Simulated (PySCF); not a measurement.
H₈NSi₂, charge +1, singlet, at a GFN2-xTB geometry. Base run: PBE0/6-31G (PySCF).

Here is a job for PySCF.
```python
from pyscf import gto, scf, dft, solvent

mol = gto.Mole()
mol.atom = '''
    Si    1.54600793    0.58315115   -0.00244851
    N     0.16715529   -0.70340278   -0.13194739
    Si   -1.63974379   -0.18870319    0.07644079
    H     2.73344181   -0.23216608   -0.22135926
    H     1.19062998    1.49389212   -1.07974158
    H     1.35210232    1.07602060    1.35246230
    H     0.36178478   -1.43715591    0.54863549
    H     0.25653425   -1.16477986   -1.03671804
    H    -1.79113420    0.77146055   -1.00590366
    H    -1.62966186    0.35358903    1.42630022
    H    -2.33148210   -1.45931241   -0.09593572
'''
mol.basis = '6-31g'
mol.charge = 1
mol.verbose = 4
mol.build()

mf = dft.RKS(mol)
mf.xc = 'pbe0'
mf.kernel()
mf.analyze()
```

Variants of this job, named by their change:

```tsv
change	ΔE vs base (kcal/mol)	HOMO-LUMO gap (eV)
base	0.000	9.47
model = SS(V)PE; solvent = dimethylsulfoxide	(withheld)	9.59
model = IEF-PCM; solvent = dichloromethane	-52.18	9.57
model = IEF-PCM; solvent = chloroform	(withheld)	(withheld)
model = ddCOSMO; solvent = dimethylsulfoxide	-56.94	9.58
model = IEF-PCM; solvent = water	-58.29	9.59
model = IEF-PCM; solvent = dimethylsulfoxide; lebedev_order = 41	-57.78	9.59
model = C-PCM; solvent = dimethylsulfoxide	-57.80	9.59
model = IEF-PCM; solvent = dimethylsulfoxide; vdw_scale = 1.1	-63.2	9.59
model = IEF-PCM; solvent = dimethylsulfoxide	-57.76	9.58
model = COSMO; solvent = dimethylsulfoxide	-57.18	9.58
model = IEF-PCM; solvent = dimethylsulfoxide; r_probe = 0.5	(withheld)	(withheld)
```

Some entries are withheld; supply them.


- model = SS(V)PE; solvent = dimethylsulfoxide, ΔE vs base (kcal/mol): -53.49
- model = IEF-PCM; solvent = chloroform, ΔE vs base (kcal/mol): -46.08
- model = IEF-PCM; solvent = chloroform, HOMO-LUMO gap (eV): 9.56
- model = IEF-PCM; solvent = dimethylsulfoxide; r_probe = 0.5, ΔE vs base (kcal/mol): -46.75
- model = IEF-PCM; solvent = dimethylsulfoxide; r_probe = 0.5, HOMO-LUMO gap (eV): 9.54

The base is the gas phase, so ΔE is the electrostatic part of solvation at a fixed geometry, without cavity and dispersion terms.
